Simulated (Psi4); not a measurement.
C2H3BCl2, singlet, at a GFN2-xTB geometry.

Input for Psi4:
```
memory 2 GB

molecule {
0 1
  B     0.11652606    0.06752544   -0.08202754
  Cl    1.23096382    1.34030012   -0.40287988
  Cl   -0.95429921    0.23427116    1.25396330
  C     0.08887607   -1.19561844   -0.98481235
  C    -0.73746253   -2.22732725   -0.81195614
  H     0.78932441   -1.23962342   -1.81059382
  H    -0.72828658   -3.08888477   -1.45947137
  H    -1.45544772   -2.23915666   -0.00760430
}

set basis cc-pvdz
set freeze_core true

energy('fno-ccsd(t)')
print_variables()
```

What does this run give for the number of basis functions, MP2 correlation energy, coupled-cluster correlation energy (without the perturbative part), total energy, nuclear repulsion energy?


| Quantity | Value |
|---|---|
| number of basis functions | 93 |
| MP2 correlation energy | -0.6115 Eh |
| coupled-cluster correlation energy (without the perturbative part) | -0.6590 Eh |
| total energy | -1021.9374 Eh |
| nuclear repulsion energy | 233.9440 Eh |
